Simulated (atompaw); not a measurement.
# H PAW (atompaw): all-electron and pseudo phase curves

atompaw 4.2.0.5 input, output lines left out:

```
H 1
GGA-PBE loggrid 1500 logderivrange -2 5 176
1 0 0 0 0 0
1 0 1
0 0 0
v
1
0.95 0.70 0.85 0.75
y
1.85
n
y
-0.1
y
2.3
n
custom polynom2 7 10 vanderbiltortho besselshape
2 -0.5 vpsmatchnc
0.95
0.95
0.95
0.95
```

The phase is arctan(r·u′/u) with u = r·R(r), unwrapped; energies in Ry, scanned from -2 to 5 Ry. A pole is an energy at which the radial function vanishes at the test radius. The pseudo phase is shifted by a multiple of π to meet the all-electron one at the reference energy, and phase errors are pseudo minus all-electron; the curves can meet again beyond the range given. Levels narrower than the energy grid can be missing from the lists of poles.

For each channel, where are the poles, and over which energies does the pseudopotential scatter like the atom?

```csv
channel,radius (bohr),reference energy (Ry),"poles, all-electron","poles, pseudo",unbroken range about the reference energy with phases within 0.05 rad,phase error 1 Ry above the reference energy (rad)
s,0.95,-0.48,none,none,the whole range,-0.000
p,0.95,-0.10,none,none,the whole range,+0.000
```

Phases in the s channel:

| E (Ry) | all-electron | pseudo |
| --- | --- | --- |
| -2.00 | 0.639 | 0.639 |
| -1.76 | 0.576 | 0.576 |
| -1.52 | 0.505 | 0.505 |
| -1.28 | 0.424 | 0.424 |
| -1.04 | 0.333 | 0.333 |
| -0.80 | 0.230 | 0.230 |
| -0.56 | 0.116 | 0.116 |
| -0.32 | -0.008 | -0.008 |
| -0.08 | -0.139 | -0.139 |
| 0.16 | -0.273 | -0.273 |
| 0.40 | -0.405 | -0.405 |
| 0.64 | -0.532 | -0.532 |
| 0.88 | -0.650 | -0.650 |
| 1.12 | -0.757 | -0.757 |
| 1.36 | -0.853 | -0.853 |
| 1.60 | -0.938 | -0.938 |
| 1.84 | -1.013 | -1.013 |
| 2.08 | -1.079 | -1.079 |
| 2.32 | -1.137 | -1.137 |
| 2.56 | -1.188 | -1.188 |
| 2.80 | -1.234 | -1.234 |
| 3.04 | -1.275 | -1.275 |
| 3.28 | -1.311 | -1.311 |
| 3.52 | -1.344 | -1.344 |
| 3.76 | -1.374 | -1.374 |
| 4.00 | -1.401 | -1.401 |
| 4.24 | -1.426 | -1.426 |
| 4.48 | -1.449 | -1.449 |
| 4.72 | -1.470 | -1.470 |
| 4.96 | -1.490 | -1.490 |
